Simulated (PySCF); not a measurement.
SMILES CB(C)[SiH2][SiH](F)F, singlet at its GFN2-xTB optimised geometry (Å):

```
16

Si     1.7947     0.4754     0.0000
F      1.4294     0.1405     1.5356
F      1.4291     2.0469     0.0000
Si     0.2700    -0.6137    -1.3492
B     -1.5252    -0.1170    -0.7067
C     -2.2014     1.2042    -1.2308
C     -2.1746    -0.9209     0.4806
H      3.2458     0.4754     0.0000
H      0.6072    -0.2403    -2.7395
H      0.6227    -2.0486    -1.2960
H     -1.6585     2.0486    -0.7991
H     -3.2458     1.3257    -0.9499
H     -2.1253     1.3323    -2.3100
H     -2.0970    -2.0014     0.3649
H     -1.6140    -0.6857     1.3886
H     -3.2163    -0.6780     0.6819
```

Level of theory: PBE0/def2-TZVP (PySCF). Cells within 0.4 Å of a nucleus heavier than hydrogen are left out (blank, or x).

Map of the electrostatic potential (hartree/e), clipped to [-0.08, 0.12] on the plane z = 0.0 Å:

```
|22222222222222111111111112222|
|22222222222221111111111112222|
|22222222222221111111111111222|
|22222222222221111111111111222|
|22222222222221110000011111222|
|22222222222221100000001111222|
|22222222233321100000001111222|
|22222222344431002994001112222|
|22222222356532119xx9311222222|
|22233333467532129xx9732222222|
|22333444455543349999984322222|
|22334444566654579999999742222|
|233333345899867999xx999973222|
|233333347999988999xx999993222|
|23333446999999999999999963222|
|23334689999999999999997532222|
|22334799999999999999985332222|
|22333589999867998788754332222|
|22233359999545665545443322222|
|22222238999433443333333322222|
|22222236999433333233333222222|
|22222234675332222222222222222|
|22222233443332222222222222222|
|22222233333322222222222222222|
|22222223333222222222222222222|
|22222222222222222222222222222|
|22222222222222222222222222222|
|22222222222222222222222222222|
|22222222222222222222222222222|
```
Scale: ten equal steps from -0.038 (start of '0') to 0.120 (end of '9'), in the order '0123456789'; x runs from -5.50 to 5.50, y from -5.50 (bottom) to 5.50 (top).
